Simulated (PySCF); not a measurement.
**C₆ coefficients of unlike pairs at PBE**

Calculated with PySCF 2.14 from the dipole response of each species, C₆(A,B) = (3/π) ∫ α_A(iu) α_B(iu) du, in atomic units, from isotropic polarisabilities. For ions this is the dispersion term alone; charge-induced terms of lower order in 1/R come first.

```
species            configuration                                                                   basis      relativity  α (bohr³)  C₆ (like pair)
     Au  [Xe] 4f14 5d10 6s1 (2S)    def2-TZVPPD with the def2 core potential (60 electrons) (6s5p3d2f1g)  core potential      32.52           258.5
     Si        [Ne] 3s2 3p2 (3P)                                                  def2-TZVPPD (6s5p4d1f)            none      39.24           315.7
     Be            [He] 2s2 (1S)  x2c-QZVPPall with one added diffuse shell each of s, p type (8s5p2d1f)   spin-free X2C      42.91           257.1
    B³⁺                 1s2 (1S)                                                  dyall-av3z (15s9p3d2f)   spin-free X2C    0.02047        0.002743
```

Question: Estimate C₆ for B³⁺ with Si.

Answer: The integral gives 0.3500. The combination rule 2 C_A C_B / (C_A α_B/α_A + C_B α_A/α_B) gives 0.3194 and the geometric mean 0.9306.

No spin-orbit coupling is included.

The other pairs:

| pair | C₆ |
| --- | --- |
| B³⁺, Au | 0.4366 |
| Be, Si | 279.0 |
| Si, Au | 278.9 |
| B³⁺, Be | 0.2520 |
| Be, Au | 240.3 |
